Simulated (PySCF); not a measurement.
Isomers of CH5NSi. Isolated molecules, 0 K electronic values unless said otherwise. One relaxed conformer stands for each flexible species; it need not be the lowest. Strings in code marks are SMILES.

Method: PBE-D3(BJ)/def2-TZVP // r2SCAN-D4/def2-TZVP (PySCF). All candidates: neutral, multiplicity 1. 

| Quantity | Result |
|---|---|
| HOMO | -6.03 eV |
| LUMO | -2.10 eV |
| HOMO–LUMO gap | 3.93 eV |

**Question.** Identify which member has these values.
A) `[H]/N=[SiH]\C`
B) `[H]/N=C/[SiH3]`
C) `C=[SiH]N`
D) `C=N[SiH3]`

**Answer.** B, `[H]/N=C/[SiH3]`. The others give `C=[SiH]N`: -4.67 eV, -0.77 eV, 3.89 eV; `[H]/N=[SiH]\C`: -5.89 eV, -1.88 eV, 4.01 eV; `C=N[SiH3]`: -5.86 eV, -2.14 eV, 3.72 eV
